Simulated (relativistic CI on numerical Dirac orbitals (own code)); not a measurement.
**Cu III: calculation against measurement**

Method of calculation: Dirac-Coulomb-Breit CI, KLI orbitals optimised for each configuration, model QED (radiative potential, 1s self-energy scaled to tabulated hydrogen-like ionisation energies), valence Slater integrals scaled by 0.85, configuration energies shifted to the measured levels that pair with them (semi-empirical) (own radial code, finite nucleus).

Configurations in the expansion (outside the closed core [Ar]): 3d⁹, 3d⁸4s, 3d⁸4p, 3d⁷4s², 3d⁸5s, 3d⁸4d, 3d⁸5p, 3d⁷4s4p, 3d⁸4f, 3d⁸5d, 3d⁸5f, 3d⁸5g, 3d⁷4p², 3d⁷4s5s. Levels of other configurations are missing.

```csv
Configuration,Term (tabulated),J,Measured (cm⁻¹),Computed,Error,Purity (%)
3d⁹,2D,5/2,0.0,0,0,100
3d⁹,2D,3/2,2071.7,1982,-89,100
3d⁸4s,4F,9/2,60805.2,60412,-393,100
3d⁸4s,4F,7/2,62065.1,61649,-416,98
3d⁸4s,4F,5/2,63148.8,62696,-453,99
3d⁸4s,4F,3/2,63886.5,63420,-466,99
3d⁸4s,2F,7/2,67016.7,66881,-136,97
3d⁸4s,2D,5/2,77968.2,78290,322,59
3d⁸4s,2D,3/2,78780.0,78916,136,86
3d⁸4s,4P,3/2,80305.7,80803,498,90
3d⁸4s,4P †,1/2,80423.5,81004,580,99
3d⁸4s,4P †,5/2,80552.1,80850,298,60
3d⁸4s,2P,1/2,86133.7,86925,792,99
3d⁸4s,2G,9/2,89018.3,87752,-1267,100
3d⁸4s,2G,7/2,89046.7,87783,-1264,100
3d⁸4p,4D°,7/2,118884.9,118752,-132,96
3d⁸4p,4D°,5/2,120577.9,120393,-185,96
3d⁸4p,4G°,9/2,121337.7,121179,-159,64
3d⁸4p,4G°,11/2,121699.1,121353,-346,100
3d⁸4p,4D°,3/2,121864.5,121630,-235,97
3d⁸4p,4G°,7/2,122504.1,122257,-247,78
3d⁸4p,4D°,1/2,122837.3,122376,-461,99
3d⁸4s,2S,1/2,122860.8,123313,452,99
3d⁸4p,4G°,5/2,123440.7,123159,-281,91
3d⁸4p,4F°,9/2,123550.4,123062,-489,80
3d⁸4p,4F°,5/2,125382.1,124865,-517,84
3d⁸4p,4F°,3/2,125744.8,125258,-487,93
3d⁸4p,2G°,7/2,126094.1,125939,-155,79
3d⁸4p,2F°,7/2,126829.8,126643,-187,76
3d⁸4p,2F°,5/2,128079.9,128532,452,73
3d⁸4p,2D°,3/2,128435.6,128564,128,94
3d⁸4p,4P°,3/2,136483.6,137103,619,69
3d⁸4p,4P°,5/2,136607.9,137195,587,66
3d⁸4p,4P°,1/2,137041.6,137685,643,83
3d⁸4p,2F°,5/2,138085.0,138261,176,82
3d⁸4p,2F°,7/2,138982.9,138945,-38,90
3d⁸4p,2D°,3/2,138989.0,139410,421,67
3d⁸4p,2P°,1/2,139261.5,139381,119,82
3d⁸4p,2D°,5/2,139757.5,140107,349,76
3d⁸4p,2P°,3/2,140201.7,140202,0,69
3d⁸4p,4D°,5/2,142427.1,142799,372,84
3d⁸4p,4D°,3/2,142513.2,142864,351,94
3d⁸4p,4D° †,1/2,142550.8,142883,332,98
3d⁸4p,4D° †,7/2,142820.0,142985,164,89
3d⁸4p,2D°,5/2,144195.4,144865,669,86
3d⁸4p,2D°,3/2,144876.3,145688,812,80
3d⁸4p,2P°,3/2,145353.8,146177,824,78
3d⁸4p,2H°,9/2,146534.5,145455,-1079,99
3d⁸4p,2P°,1/2,146675.3,147414,739,90
3d⁸4p,2H°,11/2,147647.9,146421,-1227,100
3d⁸4p,2S°,1/2,147653.4,148213,560,90
3d⁸4p,4S°,3/2,147806.7,147838,31,95
3d⁸4p,2F°,7/2,147817.3,146932,-886,97
3d⁸4p,2F°,5/2,148663.9,147661,-1003,98
3d⁸4p,2G°,7/2,153609.9,152032,-1578,98
3d⁸4p,2G°,9/2,153808.2,152202,-1607,99
3d⁷4s²,4F,9/2,166159.4,166198,39,96
3d⁷4s²,4F,7/2,167739.1,167749,9,96
3d⁷4s²,4F,5/2,168857.0,168848,-9,96
3d⁷4s²,4F,3/2,169608.3,169586,-22,96
3d⁸4p,2P°,1/2,182900.1,183522,622,99
```

Measured levels from Sugar and Musgrove, J. Phys. Chem. Ref. Data 19, 527 (1990); pairs were made by configuration, J and term (by order where the table uses no LS term), so strongly mixed levels may be paired wrongly. Some J values or terms of the table were assigned by a fit.

Mean error by configuration (cm⁻¹): 3d⁹ -89; 3d⁸4s -183; 3d⁸4p -72; 3d⁷4s² 4. Over the excited levels the mean absolute error is 474 cm⁻¹ (60 of the 60 excited levels that our extract of the source holds in range could be paired), and the median relative error of those above 1,000 cm⁻¹ is 0.37 %, both after the shifts were fitted to these levels, so that a configuration with one level shows no error. † marks terms whose computed intervals miss the measured ones by more than a factor of 2.5, or configurations far off the rest, from wrong mixing, a near crossing or a doubtful label or measurement; they are left out of the means.

Configurations whose levels could be paired with our table of measured levels were shifted onto them, all but the ground configuration, by the median error of their levels; single terms can still be off by 1,000 to 2,000 cm⁻¹ or more, and rates follow the energies as ν³ (E1, M1) or ν⁵ (E2). The others borrow a shift and can be off by several thousand cm⁻¹ or more. The fine structure of a lone outer electron comes out too small, for d and f at times inverted, and misplaced configurations move strength between like terms. 60 of the 60 excited levels that our extract of the measured tables holds in this range could be paired (the sources list more); they are missed by 465 cm⁻¹ on average and 1607 at most, after the shifts were fitted to these levels, and levels without a partner can miss by more.

Shifts applied (cm⁻¹): 3d⁹ 0; 3d⁸4s 5049; 3d⁸4p 6829; 3d⁷4s² 8864.
